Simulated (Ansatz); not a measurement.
Sr₄Te₄⁺, relaxed as a doublet with UKS PBE-D4/def2-SVP in Ansatz, starting from the GFN1-xTB geometry. Force threshold 0.03 eV/Å.

In the def2 sets Sr, Te take a core potential; there is no spin–orbit coupling. The gap within one spin of the charge 1 doublet nearly closes, so an electron or hole may be smeared out by delocalisation error. The relaxation made no stability test and no search for a lower SCF solution. Another isomer (doublet) lies 0.34 eV lower at PBE0-D4/def2-TZVP; other spin states weren't run for this one.

Start:

```xyz
8

Sr    0.614    0.147   -2.579
Sr   -0.250    2.459    0.987
Sr   -2.274   -1.324    0.293
Sr    1.910   -1.282    1.300
Te   -1.961    1.301   -1.319
Te    0.267   -2.500   -1.019
Te   -0.637   -0.134    2.631
Te    2.330    1.333   -0.294
```

Estimate the energy that the relaxation releases and the steps that it takes.

4.3 kcal/mol, in 4 steps; 72 s on 4 threads of Arm Neoverse N1 on a shared host. No frequencies were taken in this run, so the end may be a saddle point.

Does the start keep its bonding?

By distances, no bond broke or formed. The bond that changes most is Sr1–Te5, from 3.09 to 3.18 Å (atoms count from 1).

Predict the relaxed structure.


```xyz
8

Sr    0.619    0.197   -2.584
Sr   -0.242    2.485    0.944
Sr   -2.278   -1.361    0.318
Sr    1.903   -1.322    1.322
Te   -2.095    1.322   -1.364
Te    0.287   -2.590   -1.106
Te   -0.664   -0.092    2.746
Te    2.471    1.359   -0.275
```
Bond lengths (bridged metal pairs left out): 12 × Sr–Te 3.17 to 3.18 Å.
